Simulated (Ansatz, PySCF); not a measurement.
Gas-phase reaction in SMILES: C[SiH](C)N[SiH3] → C[SiH]C + [NH][SiH3] (the N-Si bond at the site shown breaks; other sites are not compared here)
Geometries: B3LYP-D3(BJ)/def2-TZVP minima from Ansatz (an electronic-structure program), one conformer each, not searched for the lowest.

Quantity: bond dissociation energy (enthalpy at 298 K, with B3LYP-D3(BJ) rigid-rotor harmonic-oscillator terms from PySCF), in kcal/mol. Cores are frozen in the correlated levels unless marked. UHF or UKS for open shells. No spin-orbit coupling. No relativistic terms. CBS marks a two-point X^-3 extrapolation of the correlation energy; Hartree-Fock from the larger set. [CCSD(T)-MP2]/basis is that difference in the basis named.

```csv
level,program,bond dissociation energy (kcal/mol)
HF/aug-cc-pV(Q+d)Z,Ansatz,83.6
B3LYP-D3(BJ)/def2-TZVPD,Ansatz + dftd3,107.8
B3LYP/def2-TZVPD,Ansatz,103.0
SCS-MP2/aug-cc-pV(D+d)Z,Ansatz,110.5
CCSD/aug-cc-pV(T+d)Z,Ansatz,110.1
"RI-MP2/CBS(cc-pV(T+d)Z,cc-pV(Q+d)Z)+[CCSD(T)-MP2]/cc-pV(D+d)Z",Ansatz,115.3
"RI-MP2/CBS(aug-cc-pV(T+d)Z,aug-cc-pV(Q+d)Z)+[CCSD(T)-MP2]/aug-cc-pV(T+d)Z",Ansatz,114.9
```
